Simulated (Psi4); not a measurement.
B$_{2}$Cl$_{4}$, charge -1, doublet, geometry from GFN2-xTB (a state made from the parent by changing its charge; the spin is typed, not shown lowest) (a gas-phase anion, which may not be bound at this level); MP2/cc-pVDZ in Psi4.

Psi4 was given this input:
```
memory 2 GB

molecule mol {
-1 2
  Cl   -1.642920   -1.653476   -0.117481
  B    -0.778885   -0.075098   -0.063347
  Cl   -1.924122    1.309551   -0.172628
  B     0.778885    0.075098    0.063347
  Cl    1.924122   -1.309551    0.172628
  Cl    1.642920    1.653476    0.117481
}

set basis cc-pvdz
set reference uhf

energy('mp2')
print_variables()
```

**Question.** Predict the main parts of the log of this Psi4 run.

**Answer.** 
```
    SCF Algorithm Type (re)set to DF.

   => Loading Basis Set <=

    Name: CC-PVDZ
    Role: ORBITAL
    Keyword: BASIS

         ---------------------------------------------------------
                                   SCF
               by Justin Turney, Rob Parrish, Andy Simmonett
                          and Daniel G. A. Smith
                              UHF Reference
         ---------------------------------------------------------

  ==> Geometry <==

    Molecular point group: ci
    Full point group: Ci

    Geometry (in Angstrom), charge = -1, multiplicity = 2:

       Center              X                  Y                   Z               Mass
    ------------   -----------------  -----------------  -----------------  -----------------
         CL          -1.642920000000    -1.653476000000    -0.117481000000    34.968852682000
         B           -0.778885000000    -0.075098000000    -0.063347000000    11.009305360000
         CL          -1.924122000000     1.309551000000    -0.172628000000    34.968852682000
         B            0.778885000000     0.075098000000     0.063347000000    11.009305360000
         CL           1.924122000000    -1.309551000000     0.172628000000    34.968852682000
         CL           1.642920000000     1.653476000000     0.117481000000    34.968852682000

  Running in ci symmetry.

  Rotational constants: A =      0.05440  B =      0.03621  C =      0.02174 [cm^-1]
  Rotational constants: A =   1630.87802  B =   1085.46856  C =    651.70874 [MHz]
  Nuclear repulsion =  422.075290506724173

  Charge       = -1
  Multiplicity = 2
  Electrons    = 79
  Nalpha       = 40
  Nbeta        = 39

  ==> Algorithm <==

  SCF Algorithm Type is DF.
  DIIS enabled.
  MOM disabled.
  Fractional occupation disabled.
  Guess Type is SAD.
  Energy threshold   = 1.00e-08
  Density threshold  = 1.00e-08
  Integral threshold = 1.00e-12

  ==> Primary Basis <==

  Basis Set: CC-PVDZ
    Blend: CC-PVDZ
    Number of shells: 44
    Number of basis functions: 100
    Number of Cartesian functions: 106
    Spherical Harmonics?: true
    Max angular momentum: 2

   => Loading Basis Set <=

    Name: (CC-PVDZ AUX)
    Role: JKFIT
    Keyword: DF_BASIS_SCF

  ==> Integral Setup <==

  SCF_SUBTYPE=INCORE selected. In-core MEM_DF algorithm will be used.
  Using in-core AOs.

  ==> MemDFJK: Density-Fitted J/K Matrices <==

    J tasked:                   Yes
    K tasked:                   Yes
    wK tasked:                   No
    Algorithm:                 Core
    Schwarz Cutoff:           1E-12
    Mask sparsity (%):       0.9200
    Fitting Condition:        1E-10

   => Auxiliary Basis Set <=

  Basis Set: (CC-PVDZ AUX)
    Blend: CC-PVDZ-JKFIT
    Number of shells: 192
    Number of basis functions: 588
    Number of Cartesian functions: 682
    Spherical Harmonics?: true
    Max angular momentum: 3

  Minimum eigenvalue in the overlap matrix is 3.3297932301E-03.
  Reciprocal condition number of the overlap matrix is 7.5868822298E-04.
    Using symmetric orthogonalization.

  ==> Pre-Iterations <==

  SCF Guess: Superposition of Atomic Densities via on-the-fly atomic UHF (no occupation information).

   -------------------------
    Irrep   Nso     Nmo
   -------------------------
     Ag        50      50
     Au        50      50
   -------------------------
    Total     100     100
   -------------------------

  ==> Iterations <==

                           Total Energy        Delta E     RMS |[F,P]|

   @DF-UHF iter SAD: -1887.13839526743163   -1.88714e+03   0.00000e+00
   @DF-UHF iter   1: -1887.53915722870306   -4.00762e-01   3.39086e-03 DIIS/ADIIS
   @DF-UHF iter   2: -1887.58396012515209   -4.48029e-02   1.15814e-03 DIIS/ADIIS
   @DF-UHF iter   3: -1887.58902440694919   -5.06428e-03   4.12287e-04 DIIS/ADIIS
   @DF-UHF iter   4: -1887.59008965867679   -1.06525e-03   1.68708e-04 DIIS/ADIIS
   @DF-UHF iter   5: -1887.59028891679327   -1.99258e-04   4.74397e-05 DIIS
[...]
    Alpha Virtual:

[...]
    Beta Occupied:

[...]
    Beta Virtual:

[...]
      50Ag     2.336246

    Final Occupation by Irrep:
             Ag    Au
    DOCC [    20,   19 ]
    SOCC [     0,    1 ]
    NA   [    20,   20 ]
    NB   [    20,   19 ]

  @DF-UHF Final Energy: -1887.59031435041152

   => Energetics <=

    Nuclear Repulsion Energy =            422.0752905067241727
    One-Electron Energy =               -3464.3398501131023295
    Two-Electron Energy =                1154.6742452559665253
    Total Energy =                      -1887.5903143504115178

  UHF NO Occupations:
  HONO-2 :   19 Au 1.9995689
  HONO-1 :   20 Ag 1.9979270
  HONO-0 :   20 Au 1.0000000
  LUNO+0 :   21 Ag 0.0020730
  LUNO+1 :   21 Au 0.0004311
  LUNO+2 :   22 Au 0.0004157
  LUNO+3 :   22 Ag 0.0001467

Computation Completed

Properties will be evaluated at   0.000000,   0.000000,   0.000000 [a0]

Properties computed using the SCF density matrix

 Multipole Moments:

 ------------------------------------------------------------------------------------
     Multipole            Electronic (a.u.)      Nuclear  (a.u.)        Total (a.u.)
 ------------------------------------------------------------------------------------

 L = 1.  Multiply by 2.5417464519 to convert [e a0] to [Debye]
 Dipole X            :          0.0000000           -0.0000000           -0.0000000
 Dipole Y            :          0.0000000            0.0000000            0.0000000
 Dipole Z            :          0.0000000           -0.0000000           -0.0000000
 Magnitude           :                                                    0.0000000

 ------------------------------------------------------------------------------------

  //>>>>>>>>>>>>>>>>>>>>>>>>>>>>>>>>>>>//
  //               DFMP2               //
  //<<<<<<<<<<<<<<<<<<<<<<<<<<<<<<<<<<<//

   => Loading Basis Set <=

    Name: (CC-PVDZ AUX)
    Role: RIFIT
    Keyword: DF_BASIS_MP2

	 --------------------------------------------------------
	                          DF-MP2
	      2nd-Order Density-Fitted Moller-Plesset Theory

	        Rob Parrish, Justin Turney, Andy Simmonett,
	           Ed Hohenstein, and C. David Sherrill
	 --------------------------------------------------------

	 --------------------------------------------------------
	                 NBF =   100, NAUX =   416
	 --------------------------------------------------------
	   CLASS    FOCC     OCC    AOCC    AVIR     VIR    FVIR
	   ALPHA       0      40      40      60      60       0
	    BETA       0      39      39      61      61       0
	 --------------------------------------------------------

	-----------------------------------------------------------
	 ==================> DF-MP2 Energies <====================
	-----------------------------------------------------------
	 Reference Energy          =   -1887.5903143504115178 [Eh]
	 Singles Energy            =      -0.0000000000000000 [Eh]
	 Same-Spin Energy          =      -0.2052910045577691 [Eh]
	 Opposite-Spin Energy      =      -0.5210897484314060 [Eh]
	 Correlation Energy        =      -0.7263807529891750 [Eh]
	 Total Energy              =   -1888.3166951034006615 [Eh]
	-----------------------------------------------------------
	 ================> DF-SCS-MP2 Energies <==================
	-----------------------------------------------------------
	 SCS Same-Spin Scale       =       0.3333333333333333 [-]
	 SCS Opposite-Spin Scale   =       1.2000000000000000 [-]
	 SCS Same-Spin Energy      =      -0.0684303348525897 [Eh]
	 SCS Opposite-Spin Energy  =      -0.6253076981176872 [Eh]
	 SCS Correlation Energy    =      -0.6937380329702769 [Eh]
	 SCS Total Energy          =   -1888.2840523833817770 [Eh]
	-----------------------------------------------------------

  Variable Map:
  ----------------------------------------------------------------------------
[...]
  Array Variable Map:
  ----------------------------------------------------------------------------
[...]
[...]
```
